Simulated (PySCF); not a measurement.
Isomers of C3H10NSi (doublet state), one GFN2-xTB conformer each. Single-point energies are computed at B3LYP/pcH-1 (PySCF, gas phase, no added dispersion term), electronic only. GFN2-xTB treats the open shell by occupation alone, and not every SCF solution was tested for stability.

Question: Rank them by B3LYP/pcH-1 energy, lowest first (kcal/mol).
A. `[CH2:1][C@H:2]([CH3:3])[NH:4][SiH3:5]` (doublet state) with H–C1–C2–C3 19° and -176°, C1–C2–N4–Si5 -148°
B. `[CH3:1][C:2]([CH3:3])[NH:4][SiH3:5]` (doublet state) with C1–C2–N4–Si5 -164°
C. `[CH3:1][CH:2][NH:3][SiH2:4][CH3:5]` (doublet state) with C1–C2–N3–Si4 11°, C2–N3–Si4–C5 180°
D. `[CH3:1][CH:2]([CH3:3])[N:4][SiH3:5]` (doublet state) with C1–C2–N4–Si5 0°

Answer: C (0.0), B (8.5), A (20.7), D (22.3).

As drawn, the lowest has an N–H bond and an Si–C bond, which the highest lacks. Neighbours under 5.0 kcal/mol apart ([CH2][C@H](C)N[SiH3] and CC(C)[N][SiH3]) can change places with a better method, another conformer or zero-point energy. GFN2-xTB itself gives, in the same order: 9.4, 0.0, 17.9, 7.4. GFN2-xTB puts C[C](C)N[SiH3] lowest instead; measured from each level's own lowest isomer, the values differ by up to 14.9 kcal/mol (CC(C)[N][SiH3]: 7.4 against 22.3).
